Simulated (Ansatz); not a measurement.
Job for Ansatz (a first-principles code): R-CCSD(T)/cc-pVDZ on N2 (SMILES N#N).

Ansatz 0.2 input:
```yaml
crystal:
  periodic: [false, false, false]
  atoms:
    - {symbol: N, position_ang: [0.00000000, -0.00000000, 0.54545039]}
    - {symbol: N, position_ang: [-0.00000000, 0.00000000, -0.54545039]}
basis:
  gaussian:
    orbitals: cc-pVDZ
magnetization: {spin_polarized: false}
correlation: {method: ccsd_t, electrons: outside_noble_gas}
scf: {lower_state_search: off}
```

It printed:

```
WARN ansatz: RAYON_NUM_THREADS=1 ignored (pool sized by the plan → 1); use --threads N
Functional definition: HF
these checks for a lower state are left out or cut short: stability, starts, cluster_reference, orbital_swaps, neighbouring_geometries, increment
integrals: 0.00 GiB planned
274 factors; integrals over basis functions are off by at most 7.5e-4 eV
mean field: 0.04 GiB planned
mean field evaluation 1: about -2964.5488 eV, gradient 9.8e0 eV
mean field evaluation 2: about -2964.5536 eV, gradient 9.8e0 eV
mean field evaluation 4: about -2964.8138 eV, gradient 3.4e-1 eV
mean field evaluation 8: about -2964.8142 eV, gradient 4.9e-5 eV
mean field -2964.81419258 eV, -108.9549119542 hartree, gradient 1.2e-6 eV, S^2 0.000000; 0 other end points of the search recorded, 0 dependent functions left out
2 core orbitals not correlated
reference -2964.81419258 eV, -108.9549119542 hartree; 5, 5 occupied and 21, 21 virtual orbitals, 274 factors
second order -8.27935499 eV of doubles, -0.00000000 eV of singles
coupled cluster: 0.05 GiB planned
cycle   1  -8.01633283 eV  change    2.6e-1 eV  update   7.3e-2
cycle   2  -8.30727949 eV  change   -2.9e-1 eV  update   2.2e-2
cycle   3  -8.36558801 eV  change   -5.8e-2 eV  update   9.2e-3
cycle   4  -8.37313650 eV  change   -7.5e-3 eV  update   2.4e-3
cycle   5  -8.37394284 eV  change   -8.1e-4 eV  update   4.3e-4
cycle   6  -8.37399464 eV  change   -5.2e-5 eV  update   8.2e-5
cycle   7  -8.37402989 eV  change   -3.5e-5 eV  update   1.5e-5
cycle   8  -8.37401723 eV  change    1.3e-5 eV  update   2.8e-6
cycle   9  -8.37401736 eV  change   -1.3e-7 eV  update   5.6e-7
perturbative correction -0.31701617 eV, -0.0116501292 hartree
Total energy: -2973.50522611 eV, -109.2743015454 hartree
Checks for a lower state left out: stability, starts, cluster_reference, orbital_swaps, neighbouring_geometries, increment
```

Self-consistency was reached.

Cost: about 0.4 core-seconds (a rough figure).
